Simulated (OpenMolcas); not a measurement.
## Er2+: moving or changing the point charges

Er2+ among 6 point charges of -0.5 e arranged as an octahedron (Oh), 2.45 Å from the ion.

```json
{
 "Program": "OpenMolcas",
 "Method": "SS-CASPT2, IPEA 0.25 Eh, imaginary shift 0.1 Eh (closed shells correlated: 5s 5p)",
 "Basis": "ANO-RCC-VTZP [8s7p5d3f2g1h]",
 "Scalar Hamiltonian": "DKH2, point nucleus",
 "Active space": "12 electrons in 7 orbitals (4f)",
 "State averaging": "2S+1 = 3 even, 21 roots; 2S+1 = 1 even, 27 roots kept (CI in the orbitals of an earlier block)",
 "Spin-orbit coupling": "RASSI with atomic mean-field integrals over the reference wave functions"
}
```

Runs around this geometry, states (labels of O, the rotations of Oh). Energies in cm-1 above the lowest state or level, χT in cm3 K/mol; under a threefold ground state the first gap can be a small split of the lowest multiplet, not the spin-orbit step.

```
R (Å)  Ground state  First state of that spin  First gap with spin-orbit (degeneracies)  Width of lowest J  χT at 300 K
 2.45           3T1                     3E 69                                 36 (1, 3)                141        7.128
 2.73           3T1                     3E 83                                 39 (1, 3)                 98        7.137
 2.84           3T1                     3E 63                                 29 (1, 3)                 77        7.141
```

Taking the width of the lowest J multiplet as R^-n, n = -ln(77 / 141) / ln(2.84 / 2.45) = 4.1 between the shortest and longest distance.

Roots that are degenerate in the reference are averaged as groups; the widest CASPT2 spread within a group is 950 cm-1 (the 3-fold group of multiplicity 1 near 29000 cm-1 above the lowest state of its run, R = 2.84). Shifts and gaps below about the spread of the groups concerned are not significant. This is an electrostatic model: the charges have no orbitals. No measured value stands beside these numbers.
